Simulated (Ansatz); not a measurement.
CH5SSn, SMILES `[CH3][SnH][SH]` radical from Hartree–Fock to CCSD(T)

```xyz
8

C     1.1794    0.3323    0.1613
Sn   -0.7509    0.4602   -0.8068
S    -2.1256   -1.3318    0.0681
H     1.6774   -0.5928   -0.1253
H     1.0115    0.3445    1.2393
H     1.7919    1.1852   -0.1308
H    -1.5996    1.8712   -0.2761
H    -1.1841   -2.2689   -0.1297
```

Total charge 0; spin multiplicity 2. Correlated methods include outer-core shells of Sn, which these sets cover unevenly. Sn takes the def2 core potential. Geometry: relaxed with PBE0-D4/def2-TZVP. It is one conformer, not always the lowest. Frozen core, unrestricted reference, the Gaussian-basis code of Ansatz.

```tsv
basis	HF (Eh)	MP2 corr.	CCSD corr.	(T)	CCSD(T) total
def2-SVP	-651.49653	?	?	?	?
def2-TZVPP	-651.69147	-0.67089	?	-0.02601	?
def2-QZVPP	-651.70676	-0.90946	–	–	–
```

Task: Fill in the withheld values. (An estimate is asked.)

Result: The calculation gave: def2-SVP MP2 corr.: -0.37619; def2-SVP CCSD corr.: -0.42288; def2-SVP (T): -0.01263; def2-SVP CCSD(T) total: -651.93204; def2-TZVPP CCSD corr.: -0.70349; def2-TZVPP CCSD(T) total: -652.42097.
